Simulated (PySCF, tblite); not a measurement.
Compound: C5H11O2P.
Atom-mapped SMILES: `[CH2:1]=[CH:2][P@@:3]([CH3:4])(=[O:5])[CH2:6][O:7][CH3:8]` (hydrogens: H9, H10 on C1; H11 on C2; H12, H13, H14 on C4; H15, H16 on C6; H17, H18, H19 on C8)

Geometry (GFN2-xTB, Å), atoms numbered from 1 in this order:
```xyz
19
C5H11O2P angstrom
C     -2.2898    1.9834    0.3178
C     -1.3293    1.1315    0.6296
P     -1.0008   -0.2648   -0.4774
C     -1.1277   -1.7599    0.5708
O     -1.8124   -0.3000   -1.7006
C      0.8056   -0.1304   -0.8478
O      1.5306   -0.1141    0.3517
C      2.9201   -0.0309    0.1496
H     -2.5409    2.8376    0.9265
H     -2.8629    1.8336   -0.5842
H     -0.7159    1.2225    1.5127
H     -2.1453   -1.8212    0.9518
H     -0.4184   -1.7210    1.3910
H     -0.9329   -2.6268   -0.0580
H      0.9668    0.7859   -1.4391
H      1.0848   -0.9869   -1.4838
H      3.3796   -0.0210    1.1362
H      3.2901   -0.8940   -0.4175
H      3.1888    0.8858   -0.3894
```

The calculation used PBE0/pcSseg-1 in PySCF (dipole) on a GFN2-xTB geometry, gas phase.

Take the most abundant isotopes and a rigid rotor. The values belong to one conformer with, in the numbering `[CH2:1]=[CH:2][P@@:3]([CH3:4])(=[O:5])[CH2:6][O:7][CH3:8]`, C1–C2–P3–C4 -125°, C2–P3–C6–O7 55°, P3–C6–O7–C8 179°.

Q: Give the principal moments of inertia and the rotational constants in GHz.

A: Ia = 204.91, Ib = 452.34, Ic = 514.52 u·Å²; 505379 MHz·u·Å²/I gives 2466, 1117 and 982.2 MHz, that is A = 2.4663, B = 1.1173, C = 0.9822 GHz.

Q: Classify the top.

A: An asymmetric top; Ray's κ = -0.818.

Q: Is it planar, by Δ = Ic − Ia − Ib?

A: Not planar: Δ = Ic − Ia − Ib = -142.73 u·Å². For a rigid frame Δ = −2 Σ m c², so Σ m c² = 71.37 u·Å² lies off the ab plane: 16.78 from hydrogen and 54.59 from heavier atoms. The atom farthest from that plane is 2.07 Å away.

Q: Which lines would a microwave search look for?

A: The dipole components are |μa| = 2.96 D, |μb| = 1.53 D, |μc| = 1.69 D. The squared components, which scale the intensities, stand as 1.00 : 0.27 : 0.33 (a : b : c). Some lines, for components of 0.1 D or more:

```tsv
type	branch	J(Ka,Kc)	MHz	lower level (cm⁻¹)
a	Q	2(1,1) ← 2(1,2)	405	0.251
a	Q	3(1,2) ← 3(1,3)	810	0.454
c	Q	3(1,3) ← 3(0,3)	1054	0.419
c	Q	1(1,1) ← 1(0,1)	1349	0.070
b	Q	1(1,0) ← 1(0,1)	1484	0.070
b	Q	3(1,2) ← 3(0,3)	1863	0.419
b	R	3(1,2) ← 2(2,1)	2448	0.399
b	R	2(0,2) ← 1(1,1)	2840	0.115
c	Q	2(2,1) ← 2(1,1)	4047	0.264
b	Q	2(2,0) ← 2(1,1)	4057	0.264
a	R	2(0,2) ← 1(0,1)	4189	0.070
a	R	2(1,1) ← 1(1,0)	4334	0.120
b	Q	3(2,2) ← 3(1,3)	4661	0.454
c	R	2(1,1) ← 1(0,1)	5818	0.070
b	Q	3(3,1) ← 3(2,2)	7089	0.609
b	R	2(2,1) ← 1(1,0)	8381	0.120
c	R	2(2,0) ← 1(1,0)	8391	0.120
b	R	2(2,0) ← 1(1,1)	8526	0.115
c	R	3(2,2) ← 2(1,2)	10751	0.251
b	R	3(2,1) ← 2(1,2)	10799	0.251
b	R	3(3,1) ← 2(2,0)	13377	0.399
c	R	3(3,0) ← 2(2,0)	13378	0.399
c	R	3(3,1) ← 2(2,1)	13387	0.399
```

Q: Estimate the classical rotational partition function at 50 K, 298.15 K and 500 K.

A: Point group C1, symmetry number σ = 1; q = (√π/σ)·√((kT/h)³/(ABC)), k/h = 20836.6 MHz/K: 36200 at 50 K, 528000 at 298.15 K, 1150000 at 500 K.

Its GFN2-xTB frequencies are all real (lowest 53 cm⁻¹). Zero-point vibration and centrifugal distortion are left out. A rigid rotor knows nothing of internal rotation, which can split or shift real lines.

The run took about 90 s of CPU time (one thread, shared machine). This is the PBE0/pcSseg-1 job that gave the dipole, with the shieldings it also computed.
